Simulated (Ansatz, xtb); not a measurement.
## C3H4F3NS: which of two isomers lies lower

We compare a, `NC(=S)CC(F)(F)F`, a singlet, with b, `[H]/N=C(/S)CC(F)(F)F`, a singlet. Both are isolated molecules in the gas phase, relaxed with B3LYP-D3(BJ)/def2-SVP; the shapes shown needn't be the lowest conformers.

a (Å):

```yaml
atoms:
  - { symbol: C, position_ang: [0.3184, 0.5601, 0.8260] }
  - { symbol: C, position_ang: [0.4983, -0.7258, 0.0317] }
  - { symbol: C, position_ang: [-0.1080, -1.9697, 0.6494] }
  - { symbol: F, position_ang: [-1.4662, -1.9038, 0.6832] }
  - { symbol: F, position_ang: [0.3054, -2.1632, 1.9073] }
  - { symbol: F, position_ang: [0.2080, -3.0584, -0.0632] }
  - { symbol: N, position_ang: [-0.9399, 0.8206, 1.2292] }
  - { symbol: S, position_ang: [1.5900, 1.5761, 1.1041] }
  - { symbol: H, position_ang: [-1.6970, 0.1610, 1.0909] }
  - { symbol: H, position_ang: [-1.1052, 1.6636, 1.7676] }
  - { symbol: H, position_ang: [1.5716, -0.9038, -0.0972] }
  - { symbol: H, position_ang: [0.0506, -0.6091, -0.9692] }
```

b (Å):

```xyz
12

C     1.9476   -1.3156   -1.4429
C     0.9370   -2.3985   -1.0776
C     0.6353   -2.4987    0.4034
F    -0.2973   -3.4360    0.6304
F     1.7289   -2.8451    1.1171
F     0.1828   -1.3407    0.9008
N     3.0170   -1.0183   -0.8333
S     1.4847   -0.4749   -2.9437
H     3.1486   -1.5941    0.0030
H     2.6004    0.2885   -2.9855
H    -0.0214   -2.2304   -1.5892
H     1.3163   -3.3779   -1.4095
```

Q: Estimate which is lower in electronic energy at CCSD(T)/def2-SVP + ΔMP2/def2-TZVPP, and by roughly how much.

A: The CCSD(T)/def2-SVP + ΔMP2/def2-TZVPP calculation puts structure a lower, by 11.1 kcal/mol.

Level by level:

```
                             level               geometry  E(b) − E(a) (kcal/mol)  departure from the last row (kcal/mol)  job, with rough time for the two
             B3LYP-D3(BJ)/def2-SVP  B3LYP-D3(BJ)/def2-SVP                     +13.8                                    +2.7             optimisation, 1.9 min
                       HF/def2-SVP  B3LYP-D3(BJ)/def2-SVP                     +12.9                                    +1.8           part of the CCSD(T) run
                      MP2/def2-SVP  B3LYP-D3(BJ)/def2-SVP                     +12.9                                    +1.8           part of the CCSD(T) run
                  CCSD(T)/def2-SVP  B3LYP-D3(BJ)/def2-SVP                     +10.9                                    −0.1                      single point
CCSD(T)/def2-SVP + ΔMP2/def2-TZVPP  B3LYP-D3(BJ)/def2-SVP                     +11.1                                                     single point, 2.5 min
```

As drawn, b has 1 C=N, 1 C–S, 1 S–H in place of 1 C–N, 1 C=S, 1 N–H.

None of the levels shown reverses the order. The largest departure from CCSD(T)/def2-SVP + ΔMP2/def2-TZVPP is that of B3LYP-D3(BJ)/def2-SVP, 2.7 kcal/mol. A small imaginary or near-zero mode remains, so no thermal terms are given. Levels run at GFN2-xTB geometries aren't shown. The last row adds to CCSD(T) the change of the MP2 difference between the two basis sets, here +0.1 kcal/mol.

The correlated steps freeze 12 core orbitals. Run with Ansatz 0.2.0, xtb 6.7.1; the last row on 2 threads of Arm Neoverse V2 on a shared host.
